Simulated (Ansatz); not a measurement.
Mulliken charges of H$_{4}$O$_{2}$S$_{2}$Zr, SMILES `[OH][Zr]([OH])([SH])[SH]` from PBE/def2-TZVPP in Ansatz (PBE0-D4/def2-TZVP geometry).

```json
{"atom": "O1", "x (Å)": "-0.784", "y (Å)": "0.915", "z (Å)": "-1.590", "charge (e)": "-0.454"}
{"atom": "Zr2", "x (Å)": "0.082", "y (Å)": "0.041", "z (Å)": "-0.139", "charge (e)": "1.007"}
{"atom": "O3", "x (Å)": "1.932", "y (Å)": "-0.342", "z (Å)": "-0.360", "charge (e)": "-0.454"}
{"atom": "S4", "x (Å)": "-1.223", "y (Å)": "-2.019", "z (Å)": "0.185", "charge (e)": "-0.358"}
{"atom": "S5", "x (Å)": "-0.007", "y (Å)": "1.406", "z (Å)": "1.906", "charge (e)": "-0.358"}
{"atom": "H6", "x (Å)": "-1.050", "y (Å)": "1.430", "z (Å)": "-2.346", "charge (e)": "0.190"}
{"atom": "H7", "x (Å)": "2.815", "y (Å)": "-0.551", "z (Å)": "-0.653", "charge (e)": "0.190"}
{"atom": "H8", "x (Å)": "-0.420", "y (Å)": "-2.418", "z (Å)": "1.189", "charge (e)": "0.119"}
{"atom": "H9", "x (Å)": "-1.344", "y (Å)": "1.537", "z (Å)": "1.807", "charge (e)": "0.119"}
```

Q: By hand: the dipole of these point charges (1 e Å = 4.8032 D).

A: Σ q r = (0.127, 0.063, -0.217) e Å, of length 0.259 e Å = 1.24 D.

Q: How does the dipole of the full density compare? (An estimate is asked.)

A: Computed: (0.321, 0.159, -0.545) e Å, 3.13 D; the point charges give 0.40 times that, at 0° from its direction.

Point charges leave out the atoms' own dipoles, such as those of lone pairs, and Mulliken's split depends on the basis, so the two needn't agree.
